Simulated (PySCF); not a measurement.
Al(OH)2 (AlH2O2), SMILES [OH][Al+][OH], charge +1. Heavy atoms are numbered as in [Al+:1]([OH:2])[OH:4]. Hydrogens are named by the atom that carries them.

Coordinates come from a B3LYP-D3(BJ)/def2-TZVP optimisation. The multiplicity is an assumed one; other spin states were not compared. The isomer is the one that the SMILES or the coordinates give; other isomers of the formula were not compared. Other conformers were not sampled.

Computed with PySCF with KT2/pcSseg-2.

GIAO shieldings, no solvent; atoms alike by connectivity are averaged. δ = σ(ref) − σ: ¹⁷O against H2O (σ = 324.0 ppm); ¹H against TMS (σ = 31.47 ppm), references at their B3LYP-D3(BJ)/def2-TZVP geometries, non-relativistic.

Computed chemical shifts:
```
nucleus    atoms  count  δ (ppm)
-------  -------  -----  -------
¹⁷O      O2 (OH)      2    -26.4
¹H       H on O2      2     4.43
```
